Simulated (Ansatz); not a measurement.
Consider the ligand exchange at a Ga–O bond: `C[Si](C)(C)[O][Ga]([Cl])[Cl]` + HCl → gallium trichloride + trimethylsilanol.

Calculated with Ansatz (gas phase, PBE0-D4/def2-TZVP geometries, no zero-point term in ΔE). CBS: MP2 limit from def2 TZ/QZ plus the TZ coupled-cluster correction, frozen cores. This one scheme is used for every species. Functionals use def2-TZVPP. B3LYP here is the variant with VWN-RPA as its local correlation; programs differ in this. For Ga outer-core shells are correlated without core-valence functions, which leaves a few kJ/mol of doubt a bond. Scalar relativity is left out up to krypton. Each species was taken in one conformer, which may not be the lowest.

```
             level  ΔE (kJ/mol)  difference from CCSD(T)/CBS
            B97M-V        -37.9                         -6.5
           PBE0-D4        -39.5                         -8.1
           ωB97M-V        -37.9                         -6.5
              BLYP        -44.3                        -12.9
             B3LYP        -44.7                        -13.3
RPA@PBE/def2-TZVPP        -22.8                          8.6
     CCSD/def2-SVP        -24.0                          7.4
    MP2/def2-TZVPP        -27.8                          3.6
   CCSD/def2-TZVPP        -29.2                          2.2
CCSD(T)/def2-TZVPP        -26.9                          4.5
       CCSD(T)/CBS        -31.4                            0
```

Largest T1 diagnostic among the species: 0.012.

Leaving LDA and LC-ωPBE aside and taking each functional with its dispersion term where it has one, the values, not all of them listed here, spread over 10.1 kJ/mol, from HSE06-D4 to BLYP-D4. LDA lies +8.2 kJ/mol from PBE without D4. The D4 term adds +12.4 kJ/mol with B3LYP and +7.8 kJ/mol with PBE0; it sums over pairs of atoms, weighted by their polarisabilities, and B3LYP, whose exchange is more repulsive, gets the larger term. At CCSD(T), def2-SVP lies +9.6 kJ/mol from the extrapolated value and def2-TZVPP +4.6 kJ/mol.

CCSD(T)/CBS has its own doubt, a few kJ/mol and more with outer-core shells, so smaller differences from it don't rank the levels.
